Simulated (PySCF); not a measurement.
Work out the structure from these simulated measurements.

Elements present: C, H, N, O and Si. Monoisotopic mass: 175.0485 u.

* UV, first state: lowest singlet excitation: 4.97 eV (249 nm, f = 0.004) [TDDFT CAM-B3LYP/def2-SVPD]
* Rotational structure: rotational constants A, B, C: 1.887, 0.602, 0.503 GHz [PBE0-D3(BJ)/def2-SVP]
* UV, strongest line: among the 10 lowest singlet transitions: S2 at 6.32 eV (196 nm, f = 0.181) [TDDFT CAM-B3LYP/def2-SVPD]
* NMR, other nuclei: isotropic shieldings of nuclei other than C and H, by class: 123 (1 N), -128 (1 O), 269 (1 O), 350 (1 Si), 372 (1 Si) ppm [GIAO PBE0/pcSseg-1]
* 1H NMR: chemical shifts (computed TMS as zero) by class: 5.11 (1 H), 5.00 (1 H), 4.84 (1 H), 3.36 (3 H), 2.86 (3 H), 1.46 (1 H), 1.00 (1 H), 0.97 (1 H), 0.71 (1 H) ppm [GIAO PBE0/pcSseg-1]
* 13C NMR: chemical shifts (computed TMS as zero) by class: 185.4 (1 C), 35.3 (1 C), 29.7 (1 C), 8.9 (1 C), 7.8 (1 C) ppm [GIAO PBE0/pcSseg-1]
* Dipole: 2.55 D [CAM-B3LYP/def2-SVPD]

Gas-phase values; electronic properties from PySCF, density fitting. Levels stand in brackets. Geometry: PBE0-D3(BJ)/def2-SVP, one conformer, isolated molecule. Each NMR value is the plain mean over a class of atoms that symmetry, rotation or inversion makes alike.

**Question.** Which formula fits the mass and the elements?

**Answer.** C5H13NO2Si2 (calculated 175.0485). No other formula that holds each of these elements comes within 0.0003 u with a fitting electron parity and a possible valence count.

**Question.** Give a SMILES that accounts for the data.

**Answer.** Numbering: `[CH3:1][N:2]([CH3:3])[C:4](=[O:5])[Si@H:6]1[CH2:7][CH2:8][SiH2:9][O:10]1`. Its formula, C5H13NO2Si2, gives 2 degrees of unsaturation: 1 ring and 1 π bond in the structure found. 5 carbons fall into 5 classes; from least to most shielded: carbonyl carbon [C4] (185.4 ppm), N-methyl carbon [C3] (35.3 ppm), N-methyl carbon [C1] (29.7 ppm), ring sp3 carbon bound to silicon [C7] (8.9 ppm), ring sp3 carbon bound to silicon [C8] (7.8 ppm). Hydrogen classes from least to most shielded: 1 H on an oxygen-bound silicon, Si9 (5.11 ppm), 1 H on an oxygen-bound silicon, Si9 (5.00 ppm), 1 H on an oxygen-bound silicon, Si6 (4.84 ppm), 3 H on an N-methyl carbon, C3 (3.36 ppm, a mean of values up to 2.4 ppm apart in this geometry), 3 H on an N-methyl carbon, C1 (2.86 ppm, a mean of values up to 2.7 ppm apart in this geometry), 1 H on an sp3 carbon bound to silicon, C7 (1.46 ppm), 1 H on an sp3 carbon bound to silicon, C8 (1.00 ppm), 1 H on an sp3 carbon bound to silicon, C8 (0.97 ppm), 1 H on an sp3 carbon bound to silicon, C7 (0.71 ppm). The other shieldings belong to: 123 ppm, nitrogen bound to a carbonyl carbon [N2]; -128 ppm, carbonyl oxygen [O5]; 269 ppm, siloxane oxygen [O10]; 350 ppm, oxygen-bound silicon [Si9]; 372 ppm, oxygen-bound silicon [Si6]. The optimised geometry has point group C1 and is an asymmetric top. Structure: `CN(C)C(=O)[Si@H]1CC[SiH2]O1`. The assignments are read from this structure; whether some other isomer fits the data as well wasn't checked. The mirror image fits equally.
